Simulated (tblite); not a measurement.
Record of a relaxation.

C₃H₁₂B₂N₂.
Atom-mapped SMILES: `[CH2:1]=[CH:2][B@H-:3]1[NH2+:4][B@H-:5]([CH3:6])[NH2+:7]1` (hydrogens: H8, H9 on C1; H10 on C2; H11 on B3; H12, H13 on N4; H14 on B5; H15, H16, H17 on C6; H18, H19 on N7)
Bond orders are those of one Lewis drawing.

Computed with GFN2-xTB (tblite), gas phase: L-BFGS steps from a force-field or distance-geometry start until the largest atomic force falls under 0.01 eV/Å. 6 of its 94 geometries are shown.

Step 0: E = -567.7816 eV, largest atomic force 2.222 eV/Å
```
atom  x, y, z in Å  |  force x, y, z in eV/Å
C1     -3.000    0.436    0.452   -0.521   0.075   0.441
C2     -1.951   -0.315    0.723    0.444  -0.288   0.193
B3     -0.667   -0.352   -0.227   -1.982  -0.510  -0.865
N4      0.088    0.998   -0.239   -0.322   1.181   0.467
B5      1.239    0.128    0.333    1.842   0.665   0.400
C6      2.512    0.103   -0.662    0.301   0.271   0.216
N7      0.475   -1.205    0.326    0.319  -1.675   0.689
H8     -3.858    0.444    1.124    0.063   0.209  -0.380
H9     -3.031    1.060   -0.435   -0.116  -0.123   0.251
H10    -1.960   -0.935    1.632   -0.124   0.264  -0.305
H11    -0.979   -0.688   -1.341    0.131   0.019   0.059
H12     0.251    1.355   -1.193   -0.256   0.231   1.107
H13    -0.268    1.687    0.477    0.478  -0.670  -1.641
H14     1.550    0.465    1.430   -0.097   0.035   0.192
H15     3.267   -0.603   -0.267   -0.241   0.445  -0.465
H16     2.210   -0.208   -1.668    0.348   0.112   0.145
H17     2.969    1.119   -0.705   -0.166  -0.882  -0.172
H18     0.828   -1.911   -0.364   -0.420   0.628   1.383
H19     0.316   -1.570    1.302    0.320   0.014  -1.714
```

Step 19: E = -568.2456 eV, largest atomic force 0.048 eV/Å
```
atom  x, y, z in Å  |  force x, y, z in eV/Å
C1     -3.055    0.446    0.490   -0.015  -0.011   0.001
C2     -1.998   -0.324    0.702    0.009  -0.013  -0.024
B3     -0.737   -0.389   -0.274    0.028   0.003  -0.011
N4      0.094    0.970   -0.225   -0.006   0.003  -0.005
B5      1.321    0.155    0.377   -0.047  -0.008  -0.004
C6      2.559    0.112   -0.658   -0.006   0.002   0.017
N7      0.482   -1.199    0.337   -0.006  -0.002   0.006
H8     -3.901    0.496    1.158   -0.011  -0.001   0.017
H9     -3.125    1.063   -0.394   -0.005   0.022   0.019
H10    -2.005   -0.929    1.606    0.016   0.005  -0.013
H11    -0.984   -0.722   -1.389    0.019  -0.001   0.007
H12     0.274    1.395   -1.125   -0.002   0.011   0.013
H13    -0.304    1.672    0.386    0.014   0.011  -0.020
H14     1.579    0.487    1.490    0.003  -0.005  -0.035
H15     3.334   -0.580   -0.334    0.007  -0.009   0.002
H16     2.250   -0.197   -1.656    0.000  -0.001   0.008
H17     3.037    1.085   -0.756    0.001   0.006   0.000
H18     0.870   -1.908   -0.273   -0.011  -0.006   0.030
H19     0.300   -1.621    1.238    0.012  -0.005  -0.008
```

Step 37: E = -568.2487 eV, largest atomic force 0.023 eV/Å
```
atom  x, y, z in Å  |  force x, y, z in eV/Å
C1     -3.059    0.445    0.507    0.005   0.008   0.010
C2     -1.999   -0.330    0.676    0.010  -0.008  -0.001
B3     -0.733   -0.383   -0.294    0.016  -0.003  -0.010
N4      0.097    0.974   -0.242    0.000   0.006  -0.001
B5      1.317    0.158    0.372   -0.015   0.003   0.006
C6      2.563    0.106   -0.653   -0.015  -0.003  -0.002
N7      0.473   -1.192    0.344    0.007  -0.007  -0.001
H8     -3.892    0.465    1.195   -0.018   0.005  -0.002
H9     -3.147    1.100   -0.346    0.001   0.008   0.000
H10    -1.995   -0.963    1.561   -0.009  -0.015  -0.003
H11    -0.957   -0.724   -1.411   -0.014  -0.001   0.011
H12     0.284    1.399   -1.141   -0.001  -0.001   0.003
H13    -0.302    1.680    0.364    0.002   0.004  -0.009
H14     1.569    0.499    1.482    0.011   0.006  -0.007
H15     3.335   -0.588   -0.323   -0.001   0.019   0.010
H16     2.259   -0.206   -1.651   -0.007  -0.008  -0.010
H17     3.040    1.080   -0.754    0.010  -0.017   0.012
H18     0.860   -1.920   -0.242    0.010   0.003   0.002
H19     0.276   -1.591    1.253    0.009  -0.001  -0.008
```

Step 56: E = -568.2525 eV, largest atomic force 0.039 eV/Å
```
atom  x, y, z in Å  |  force x, y, z in eV/Å
C1     -3.038    0.466    0.566   -0.003   0.010   0.009
C2     -2.013   -0.368    0.645    0.005  -0.005  -0.011
B3     -0.734   -0.385   -0.307    0.025  -0.005  -0.019
N4      0.081    0.982   -0.287    0.015  -0.001   0.003
B5      1.303    0.195    0.363    0.012  -0.004   0.000
C6      2.566    0.095   -0.639    0.007   0.013   0.000
N7      0.478   -1.164    0.358    0.015  -0.009   0.000
H8     -3.890    0.414    1.226   -0.018   0.021   0.028
H9     -3.084    1.245   -0.180    0.028   0.008  -0.022
H10    -2.066   -1.125    1.426   -0.010  -0.004  -0.012
H11    -0.943   -0.754   -1.419   -0.013  -0.014   0.005
H12     0.277    1.377   -1.198   -0.018  -0.002   0.004
H13    -0.327    1.706    0.290   -0.003  -0.018   0.001
H14     1.545    0.573    1.463   -0.009  -0.004  -0.009
H15     3.313   -0.602   -0.262    0.002   0.006  -0.001
H16     2.281   -0.250   -1.633   -0.016   0.009   0.007
H17     3.072    1.050   -0.765   -0.013   0.020   0.006
H18     0.887   -1.889   -0.218   -0.008  -0.023   0.016
H19     0.281   -1.557    1.270    0.001   0.004  -0.006
```

Step 74: E = -568.2691 eV, largest atomic force 0.067 eV/Å
```
atom  x, y, z in Å  |  force x, y, z in eV/Å
C1     -2.922    0.551    0.646    0.001  -0.001  -0.002
C2     -2.044   -0.437    0.575   -0.006  -0.002   0.000
B3     -0.736   -0.466   -0.338    0.007   0.009   0.023
N4      0.030    0.923   -0.345    0.002   0.012  -0.011
B5      1.269    0.206    0.344   -0.004   0.011   0.019
C6      2.554    0.139   -0.631   -0.012  -0.003   0.007
N7      0.486   -1.177    0.393   -0.007  -0.010  -0.026
H8     -3.809    0.520    1.262    0.013  -0.030   0.018
H9     -2.808    1.456    0.067    0.021  -0.002   0.000
H10    -2.246   -1.322    1.175   -0.028   0.023  -0.004
H11    -0.917   -0.895   -1.435    0.049   0.013   0.044
H12     0.213    1.317   -1.258    0.005   0.006  -0.021
H13    -0.409    1.633    0.227   -0.027   0.004  -0.031
H14     1.472    0.628    1.435    0.035   0.029   0.025
H15     3.324   -0.520   -0.234   -0.001   0.000  -0.004
H16     2.303   -0.224   -1.628   -0.012  -0.007   0.006
H17     3.020    1.116   -0.753   -0.012   0.000  -0.002
H18     0.923   -1.925   -0.128    0.002  -0.032  -0.004
H19     0.289   -1.513    1.327   -0.026  -0.020  -0.036
```

Step 93: E = -568.2745 eV, largest atomic force 0.008 eV/Å
```
atom  x, y, z in Å  |  force x, y, z in eV/Å
C1     -2.873    0.562    0.710    0.004  -0.001   0.004
C2     -2.056   -0.462    0.519   -0.001   0.002  -0.007
B3     -0.728   -0.478   -0.363    0.000  -0.002   0.000
N4      0.020    0.917   -0.388    0.001  -0.004  -0.002
B5      1.250    0.230    0.348    0.000  -0.001  -0.002
C6      2.542    0.142   -0.616    0.003   0.002  -0.002
N7      0.481   -1.162    0.413   -0.004  -0.004   0.001
H8     -3.769    0.500    1.310   -0.002  -0.002  -0.002
H9     -2.697    1.528    0.258   -0.002   0.003   0.001
H10    -2.330   -1.399    0.998   -0.004  -0.003   0.006
H11    -0.870   -0.938   -1.452    0.001   0.006   0.004
H12     0.226    1.282   -1.309   -0.001   0.006   0.001
H13    -0.446    1.640    0.144    0.002  -0.004  -0.003
H14     1.440    0.688    1.428    0.001  -0.003   0.000
H15     3.314   -0.503   -0.200    0.000   0.003   0.006
H16     2.292   -0.251   -1.601    0.001  -0.004   0.000
H17     3.002    1.117   -0.766    0.000   0.005  -0.004
H18     0.938   -1.919   -0.079    0.001   0.000  -0.002
H19     0.254   -1.484    1.345   -0.001   0.000   0.003
```

Q: Summarise the path.

A: The energy falls by 47.56 kJ/mol from step 0 to step 93; nine tenths of that is first reached at step 8. It falls at every step. The largest force goes from 2.222 to 0.008 eV/Å. Among the bonds B3–N7 changes most, from 1.529 to 1.591 Å; the atoms move by 0.351 Å rms after alignment.

Q: Follow the three bonds and two angles with the largest change from start to end.

A: 
```
step  E above end (kJ/mol)  largest force (eV/Å)  B3–N7 (Å)  B5–N7 (Å)  N4–H13 (Å)  H12–N4–H13 (°)  H18–N7–H19 (°)
   0                 47.56                 2.222      1.529      1.536       1.056           117.0           115.3
   4                  8.65                 0.383      1.575      1.584       1.010           108.6           108.8
   8                  4.25                 0.158      1.583      1.590       1.012           107.3           107.6
  12                  3.17                 0.087      1.585      1.595       1.013           108.1           108.0
  16                  2.89                 0.051      1.584      1.591       1.011           108.1           108.1
  20                  2.75                 0.042      1.586      1.593       1.012           108.4           108.3
  24                  2.67                 0.032      1.587      1.591       1.012           108.1           108.0
  28                  2.62                 0.034      1.588      1.592       1.012           108.1           108.0
  32                  2.56                 0.031      1.586      1.591       1.012           108.2           108.1
  36                  2.50                 0.028      1.587      1.591       1.012           108.2           108.1
  40                  2.46                 0.033      1.585      1.592       1.012           108.1           108.1
  44                  2.42                 0.039      1.587      1.591       1.012           108.1           108.1
  49                  2.34                 0.055      1.586      1.592       1.012           108.2           108.0
  53                  2.22                 0.037      1.587      1.589       1.012           108.2           108.2
  57                  2.10                 0.047      1.586      1.591       1.012           108.1           108.2
  61                  1.98                 0.040      1.587      1.591       1.012           108.1           108.1
  65                  1.66                 0.091      1.592      1.591       1.011           108.2           108.0
  69                  1.18                 0.071      1.587      1.594       1.011           108.3           108.0
  73                  0.61                 0.079      1.592      1.590       1.012           108.4           108.4
  77                  0.29                 0.048      1.590      1.592       1.012           108.2           108.0
  81                  0.18                 0.057      1.589      1.593       1.012           108.2           108.1
  85                  0.08                 0.050      1.591      1.592       1.012           108.2           108.1
  89                  0.02                 0.024      1.591      1.593       1.012           108.4           108.2
  93                  0.00                 0.008      1.591      1.592       1.012           108.3           108.1
```

The cost below is that of the whole relaxation. On one thread, Arm Neoverse V1 (aarch64), shared host with 32 logical CPUs at a one-minute load of 18, this took 0.54 s of wall time.
